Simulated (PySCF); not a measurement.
AlFH4O3Si, SMILES [OH][Al]([OH])[O][SiH2]F.

The structure is a stationary point at TPSSh-D3(BJ)/def2-SVP. The structure was generated by enumeration; whether it is a known compound was not checked. The values are those of a single conformer.

Computed with TPSSh-D3(BJ)/def2-SVP (PySCF).

Frequencies are harmonic and unscaled.

A small imaginary wavenumber (i) marks a very flat motion, where grid noise or a shallow saddle decides the sign.

Computed vibrational spectrum:
```
mode  ν (cm⁻¹)  IR (km/mol)  moving atoms (share of kinetic energy)
----  --------  -----------  --------------------------------------
1           5i          0.9          F 39 %, O 38 %, H 13 %, Si 9 %
2           40          1.6                          O 57 %, F 35 %
3           49          1.8                 O 54 %, H 20 %, Si 19 %
4          208         29.7                          O 63 %, H 19 %
5          244         16.0                 O 69 %, Al 17 %, H 11 %
6          263         20.9          Al 54 %, O 20 %, F 12 %, H 9 %
7          319         99.8                          H 76 %, O 14 %
8          341        214.3         H 39 %, O 34 %, Al 13 %, F 10 %
9          355          8.7                          H 63 %, O 25 %
10         511         56.3        O 33 %, Si 33 %, H 19 %, Al 15 %
11         594        102.2                          H 81 %, O 15 %
12         610        210.6                          H 62 %, O 33 %
13         710        134.1                         H 69 %, Si 20 %
14         747          1.3                                  H 95 %
15         828         69.2                 O 47 %, Al 29 %, H 11 %
16         870         47.8                 F 49 %, H 25 %, Si 20 %
17         959        136.3                  Al 49 %, O 42 %, H 9 %
18         988        259.3                         H 68 %, Si 22 %
19         992        168.9                          H 89 %, Si 9 %
20        1140        583.3                O 76 %, Si 12 %, Al 11 %
21        2294        150.5                                  H 96 %
22        2297        141.9                                  H 97 %
23        3889        107.8                                  H 94 %
24        3891         68.7                                  H 94 %
```
